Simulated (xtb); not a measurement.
Al(F)(Et)(NH2) (C2H7AlFN), SMILES C[CH2][Al]([NH2])[F]. All values are semi-empirical tight-binding results from xtb (GFN2-xTB unless named), good for trends rather than for accurate numbers. Geometry: GFN2-xTB. The structure was generated by enumeration; whether it is a known compound was not checked. One conformer was computed; it need not be the lowest.

Optimised geometry:

Bonded distances (Å): Al1–F2 1.656, Al1–C3 2.000, Al1–N10 1.776, C3–C4 1.532, C3–H5 1.097, C3–H6 1.097, C4–H7 1.088, C4–H8 1.088, C4–H9 1.091, N10–H11 1.012, N10–H12 1.009. Bond angles (°): F2–Al1–C3 119.0, F2–Al1–N10 116.6, C3–Al1–N10 124.5, Al1–C3–C4 112.3, Al1–C3–H5 110.3, Al1–C3–H6 110.3, C4–C3–H5 109.3, C4–C3–H6 109.4, H5–C3–H6 105.0, C3–C4–H7 110.8, C3–C4–H8 110.8, C3–C4–H9 111.0, H7–C4–H8 107.8, H7–C4–H9 108.2, H8–C4–H9 108.2, Al1–N10–H11 123.5, Al1–N10–H12 127.8, H11–N10–H12 108.7.
Charge 0, spin multiplicity 1.

For metal compounds this method's bond lengths and energies can be far off.

The orbital gap is 4.27 eV and the zero-point energy comes out as 56.0 kcal/mol. The G − E(el) at 298.15 K (modified RRHO) is 35.6 kcal/mol.

Computed atomic charges and the Wiberg bond orders between heavy atoms:
charges (e) Al1 0.37, F2 -0.28, C3 -0.14, C4 -0.10, H5 0.05, H6 0.05, H7 0.04, H8 0.04, H9 0.03, N10 -0.41, H11 0.18, H12 0.17. Bond orders Al1–F2 1.20, Al1–C3 0.99, C3–C4 1.00, Al1–N10 1.29.
